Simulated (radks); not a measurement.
Coulomb parameter of the 5d shell of the rhenium ion Re3+ in the model configuration [Xe] 4f14 5d2.5 6s1.5, as a second difference U = [E(n + 0.25) + E(n - 0.25) - 2 E(n)] / (0.25)^2 with all orbitals relaxed. "Bare": the charge of the atom changes with n. "Screened": the 6s shell takes up the change at fixed total charge, which measures U(5d,5d) + U(6s,6s) - 2 U(5d,6s). Calculated with a radial shooting solver on a logarithmic mesh with Libxc functionals: Dirac Kohn-Sham, PBE, spin-unpolarised, spherical densities, finite nucleus; open shells are shared between the two j in proportion to 2j + 1; Fermi nuclear charge, rms radius 5.3698 fm.

start: configuration [Xe] 4f14 5d2.5 6s1.5; E - E(n) (eV) 0.000
bare +0.25: configuration [Xe] 4f14 5d2.75 6s1.5; E - E(n) (eV) -8.813
bare -0.25: configuration [Xe] 4f14 5d2.25 6s1.5; E - E(n) (eV) 9.602
screened +0.25: configuration [Xe] 4f14 5d2.75 6s1.25; E - E(n) (eV) -1.279
screened -0.25: configuration [Xe] 4f14 5d2.25 6s1.75; E - E(n) (eV) 1.348

U(bare) = 12.636 eV, U(screened by 6s) = 1.094 eV.
